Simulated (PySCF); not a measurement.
FH3O2SSi, SMILES S[Si](O)(F)O.

Geometry: TPSSh-D3(BJ)/def2-SVP. One conformer was computed; it need not be the lowest.

Method: TDA-M06-2X/def2-SVPD run with PySCF 2.14.0.

Vertical excitations. Gas-phase values at a fixed geometry.

```json
[
 {"state": "S1", "energy (eV)": "6.27", "λ (nm)": "198", "f": "0.003", "main pairs": "HOMO→LUMO+3 54 %, HOMO→LUMO+1 25 %, HOMO→LUMO 14 %"},
 {"state": "S2", "energy (eV)": "6.76", "λ (nm)": "183", "f": "0.071", "main pairs": "HOMO→LUMO 69 %, HOMO→LUMO+3 14 %"},
 {"state": "S3", "energy (eV)": "7.80", "λ (nm)": "159", "f": "0.003", "main pairs": "HOMO→LUMO+2 55 %, HOMO→LUMO+1 27 %, HOMO→LUMO 10 %"},
 {"state": "S4", "energy (eV)": "8.13", "λ (nm)": "152", "f": "0.032", "main pairs": "HOMO→LUMO+1 34 %, HOMO→LUMO+3 19 %, HOMO→LUMO+2 12 %, HOMO−1→LUMO+3 6 %"},
 {"state": "S5", "energy (eV)": "8.27", "λ (nm)": "150", "f": "0.024", "main pairs": "HOMO→LUMO+6 36 %, HOMO→LUMO+4 22 %, HOMO−1→LUMO+3 6 %, HOMO→LUMO+10 6 %"},
 {"state": "S6", "energy (eV)": "8.35", "λ (nm)": "149", "f": "0.042", "main pairs": "HOMO→LUMO+4 46 %, HOMO−1→LUMO 24 %, HOMO−1→LUMO+1 7 %"},
 {"state": "S7", "energy (eV)": "8.39", "λ (nm)": "148", "f": "0.031", "main pairs": "HOMO−1→LUMO 27 %, HOMO→LUMO+4 24 %, HOMO→LUMO+6 17 %, HOMO→LUMO+5 8 %"},
 {"state": "S8", "energy (eV)": "8.65", "λ (nm)": "143", "f": "0.010", "main pairs": "HOMO→LUMO+5 25 %, HOMO−1→LUMO 17 %, HOMO−2→LUMO 15 %, HOMO−1→LUMO+3 11 %"},
 {"state": "S9", "energy (eV)": "8.69", "λ (nm)": "143", "f": "0.005", "main pairs": "HOMO−2→LUMO 57 %, HOMO→LUMO+5 9 %"},
 {"state": "S10", "energy (eV)": "8.94", "λ (nm)": "139", "f": "0.113", "main pairs": "HOMO−3→LUMO 26 %, HOMO→LUMO+5 19 %, HOMO−1→LUMO+3 9 %, HOMO−1→LUMO+1 9 %"},
 {"state": "T1", "energy (eV)": "5.91", "λ (nm)": "210", "f": "0", "main pairs": "HOMO→LUMO+3 53 %, HOMO→LUMO+1 27 %, HOMO→LUMO 13 %"},
 {"state": "T2", "energy (eV)": "6.48", "λ (nm)": "191", "f": "0", "main pairs": "HOMO→LUMO 60 %, HOMO→LUMO+3 14 %, HOMO→LUMO+10 11 %"},
 {"state": "T3", "energy (eV)": "7.52", "λ (nm)": "165", "f": "0", "main pairs": "HOMO→LUMO+2 46 %, HOMO−1→LUMO+3 8 %"},
 {"state": "T4", "energy (eV)": "7.71", "λ (nm)": "161", "f": "0", "main pairs": "HOMO−1→LUMO+3 40 %, HOMO−1→LUMO+1 17 %, HOMO→LUMO+2 8 %"}
]
```
Triplets are in the Tamm–Dancoff approximation.
